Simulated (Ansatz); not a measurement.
Cost and result for the atomization energy of `N[SiH2][O][GeH3]` (11 atoms, 10 bonds).

Z-matrix (Å, degrees):
```
Si
O 1 1.638
N 1 1.704 2 113.9
H 1 1.487 2 108.7 3 119.5
H 1 1.487 2 108.7 3 -119.5
Ge 2 1.772 1 135.0 3 -179.6
H 3 1.007 1 120.7 2 73.5
H 3 1.007 1 120.7 2 -73.6
H 6 1.538 2 108.8 1 -60.5
H 6 1.533 2 105.7 1 179.8
H 6 1.539 2 108.8 1 60.1
```

The species carries charge 0 and has multiplicity 1. Correlated methods include outer-core shells of Ge, which these sets cover unevenly. Scalar relativity is left out up to krypton. Geometry: relaxed with PBE0-D4/def2-TZVP. It is one conformer, not always the lowest. Program: Ansatz. All runs use 4 threads of an Arm Neoverse V2 on a shared host. Times are those of one run each, without the atoms' runs, and a repeat can differ threefold. Electronic energies, without spin–orbit coupling; frozen cores. CCSD(T)/CBS adds CCSD(T) − MP2 in def2-TZVPP to the MP2 limit, and its time is that of the two runs behind it. T1 = 0.012. With those shells the extrapolation isn't a true limit. B3LYP takes the VWN-RPA correlation (the form of Gaussian; ORCA's B3LYP/G).

CCSD(T)/CBS is a level of theory with its own doubt, some kJ/mol a heavy atom from the limit and from the frozen cores, so smaller differences don't rank the functionals.

| level | functions | wall time |
| --- | --- | --- |
| PBE-D4/def2-TZVPP (with forces) | 250 | 2.2 s |
| PBE0-D4/def2-TZVPP | 250 | 3 s |
| B3LYP-D4/def2-TZVPP (with forces) | 250 | 4.4 s |
| r2SCAN-D4/def2-TZVPP (with forces) | 250 | 4.6 s |
| B2PLYP/def2-TZVPP | 250 | 5 s |
| ωB97X-V/def2-TZVPP | 250 | 7.5 s |
| ωB97M-V/def2-TZVPP (with forces) | 250 | 11 s |
| MP2/def2-QZVPP | 483 | 21 s |
| CCSD(T)/def2-TZVPP | 250 | 3 min |
| CCSD(T)/CBS(def2) | – | 3.3 min |

Question: What atomization energy does each give, and how far from CCSD(T)/CBS? (An estimate is asked.)

Answer: The calculation gave: 
| level | atomization (kcal/mol) | difference from CCSD(T)/CBS | per bond |
| --- | --- | --- | --- |
| PBE-D4/def2-TZVPP (with forces) | 849.4 | -7.6 | -0.8 |
| PBE0-D4/def2-TZVPP | 838.4 | -18.6 | -1.9 |
| B3LYP-D4/def2-TZVPP (with forces) | 850.7 | -6.3 | -0.6 |
| r2SCAN-D4/def2-TZVPP (with forces) | 849.2 | -7.8 | -0.8 |
| B2PLYP/def2-TZVPP | 842.6 | -14.4 | -1.4 |
| ωB97X-V/def2-TZVPP | 858.7 | 1.7 | 0.2 |
| ωB97M-V/def2-TZVPP (with forces) | 852.6 | -4.4 | -0.4 |
| MP2/def2-QZVPP | 852.0 | -5.0 | -0.5 |
| CCSD(T)/def2-TZVPP | 833.8 | -23.2 | -2.3 |
| CCSD(T)/CBS(def2) | 857.0 | 0.0 | 0.0 |

The D4 term adds +8.1 kcal/mol with B3LYP and +4.2 kcal/mol with PBE0; it sums over pairs of atoms, weighted by their polarisabilities, and B3LYP, whose exchange is more repulsive, gets the larger term. From PBE to PBE0 (25 % exact exchange), in def2-TZVPP and without D4, the atomization energy moves by −10.2 kcal/mol: exact exchange takes away binding that semilocal exchange gives to molecules. In def2-TZVPP, CCSD(T) changes the Hartree–Fock value by +223.8 kcal/mol (the triples alone add +10.4 kcal/mol) and MP2 by +227.8 kcal/mol; breaking electron pairs costs correlation energy, which Hartree–Fock lacks.
